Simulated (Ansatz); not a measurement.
C2H10BNSi can be A, `CB(C)[SiH2]N`, or B, `CBNC[SiH3]`.

Gas-phase electronic energies from Ansatz, PBE0-D4/def2-TZVP geometries. CBS: MP2 limit from def2 TZ/QZ plus the TZ coupled-cluster correction, frozen cores. DFT in def2-TZVPP. B3LYP here is the variant with VWN-RPA as its local correlation; programs differ in this. Each species was taken in one conformer, which may not be the lowest.

A:

```xyz
15

C    -0.9404    1.4139   -0.3351
B    -0.6021   -0.0741   -0.0008
C    -1.7531   -1.0984    0.2649
Si    1.3173   -0.7300    0.0737
N     2.6142    0.4173   -0.0152
H    -1.9288    1.7437   -0.0012
H    -0.9612    1.4559   -1.4371
H    -0.1829    2.1395   -0.0290
H    -1.5079   -2.1480    0.0864
H    -1.9584   -1.0141    1.3447
H    -2.6935   -0.8512   -0.2378
H     1.5250   -1.4839    1.3475
H     1.4946   -1.7023   -1.0510
H     2.7029    1.0085   -0.8262
H     2.8743    0.9229    0.8163
```

B:

```xyz
15

C    -1.951   -0.639   -1.704
B    -0.888   -0.904   -0.582
N    -0.442    0.111    0.259
C     0.556    0.005    1.305
Si    2.104    1.015    0.913
H    -1.546   -0.907   -2.686
H    -2.300    0.397   -1.757
H    -2.827   -1.282   -1.563
H    -0.420   -1.998   -0.407
H    -0.805    1.046    0.132
H     0.147    0.312    2.275
H     0.835   -1.047    1.406
H     2.767    0.478   -0.304
H     1.711    2.429    0.657
H     3.058    0.983    2.055
```

Which isomer does CCSD(T)/CBS put lower? Give the gap. (Estimate.)

Ansatz gave: B, by 7.0 kcal/mol.

Give E(B) − E(A) in kcal/mol with B3LYP, B3LYP-D4, r2SCAN-D4, PBE0-D4, CCSD/def2-TZVPP, PBE-D4, B2PLYP. (Estimate.)

Computed: B3LYP -8.5, B3LYP-D4 -8.1, r2SCAN-D4 -6.3, PBE0-D4 -6.8, CCSD/def2-TZVPP -7.7, PBE-D4 -7.2, B2PLYP -8.4. None reverses the order clearly.

Largest T1 diagnostic: 0.012.
